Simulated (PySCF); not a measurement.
Geometry:
```json
{"atom": "O1", "x (Å)": "2.658", "y (Å)": "-0.411", "z (Å)": "0.343"}
{"atom": "C2", "x (Å)": "1.959", "y (Å)": "-0.974", "z (Å)": "-0.736"}
{"atom": "C3", "x (Å)": "0.490", "y (Å)": "-0.574", "z (Å)": "-0.835"}
{"atom": "C4", "x (Å)": "0.259", "y (Å)": "0.958", "z (Å)": "-0.950"}
{"atom": "C5", "x (Å)": "-0.747", "y (Å)": "1.256", "z (Å)": "0.170"}
{"atom": "C6", "x (Å)": "-2.097", "y (Å)": "0.629", "z (Å)": "-0.215"}
{"atom": "C7", "x (Å)": "-1.845", "y (Å)": "-0.892", "z (Å)": "-0.030"}
{"atom": "C8", "x (Å)": "-0.369", "y (Å)": "-0.948", "z (Å)": "0.393"}
{"atom": "C9", "x (Å)": "-0.263", "y (Å)": "0.305", "z (Å)": "1.271"}
{"atom": "H10", "x (Å)": "2.745", "y (Å)": "0.534", "z (Å)": "0.182"}
{"atom": "H11", "x (Å)": "2.023", "y (Å)": "-2.066", "z (Å)": "-0.603"}
{"atom": "H12", "x (Å)": "2.457", "y (Å)": "-0.742", "z (Å)": "-1.700"}
{"atom": "H13", "x (Å)": "0.097", "y (Å)": "-1.091", "z (Å)": "-1.727"}
{"atom": "H14", "x (Å)": "1.195", "y (Å)": "1.520", "z (Å)": "-0.778"}
{"atom": "H15", "x (Å)": "-0.109", "y (Å)": "1.262", "z (Å)": "-1.941"}
{"atom": "H16", "x (Å)": "-0.811", "y (Å)": "2.321", "z (Å)": "0.437"}
{"atom": "H17", "x (Å)": "-2.394", "y (Å)": "0.893", "z (Å)": "-1.242"}
{"atom": "H18", "x (Å)": "-2.897", "y (Å)": "0.986", "z (Å)": "0.451"}
{"atom": "H19", "x (Å)": "-2.488", "y (Å)": "-1.308", "z (Å)": "0.760"}
{"atom": "H20", "x (Å)": "-2.038", "y (Å)": "-1.474", "z (Å)": "-0.944"}
{"atom": "H21", "x (Å)": "-0.071", "y (Å)": "-1.897", "z (Å)": "0.861"}
{"atom": "H22", "x (Å)": "0.764", "y (Å)": "0.499", "z (Å)": "1.608"}
{"atom": "H23", "x (Å)": "-0.934", "y (Å)": "0.277", "z (Å)": "2.145"}
```

Geometry: PBE0-D3(BJ)/def2-SVP; GIAO absolute shieldings from PySCF 2.14.0 with density-fitted response routines, gas phase, non-relativistic, averaged over equivalent atoms.

At mPW1PW91/pcSseg-1 (223 basis functions, 36 s wall time on 1 thread of an Arm Neoverse V2, shared host):
| atoms | σ (ppm) |
| --- | --- |
| O1 | 312.0 |
| C2 | 115.4 |
| C3 | 137.7 |
| C8 | 139.2 |
| C9 | 144.6 |
| C5 | 144.9 |
| C4 | 149.2 |
| C7 | 150.4 |
| C6 | 152.2 |
| H11 | 27.63 |
| H12 | 27.88 |
| H16 | 29.37 |
| H21 | 29.41 |
| H22 | 29.64 |
| H19 | 29.85 |
| H18 | 29.85 |
| H15 | 30.14 |
| H17 | 30.27 |
| H14 | 30.30 |
| H20 | 30.30 |
| H13 | 30.34 |
| H23 | 30.39 |
| H10 | 31.29 |

Task: Predict the values at PBE0/pcSseg-1 on the same geometry.

Result: 
| atoms | σ at PBE0/pcSseg-1 | change |
| --- | --- | --- |
| O1 | 312.9 | +0.9 |
| C2 | 116.2 | +0.8 |
| C3 | 138.4 | +0.7 |
| C8 | 140.0 | +0.8 |
| C9 | 145.5 | +0.9 |
| C5 | 145.7 | +0.8 |
| C4 | 150.0 | +0.8 |
| C7 | 151.3 | +0.9 |
| C6 | 153.1 | +0.9 |
| H11 | 27.56 | -0.07 |
| H12 | 27.82 | -0.06 |
| H16 | 29.30 | -0.07 |
| H21 | 29.35 | -0.06 |
| H22 | 29.59 | -0.05 |
| H19 | 29.80 | -0.05 |
| H18 | 29.80 | -0.05 |
| H15 | 30.09 | -0.05 |
| H17 | 30.22 | -0.05 |
| H14 | 30.25 | -0.05 |
| H20 | 30.25 | -0.05 |
| H13 | 30.28 | -0.06 |
| H23 | 30.34 | -0.05 |
| H10 | 31.26 | -0.03 |

The largest change is at O1 (alcohol oxygen). Cost: 223 basis functions, 35 s wall time on 1 thread of an Arm Neoverse V2, shared host. The order of the carbon signals is the same at both levels.
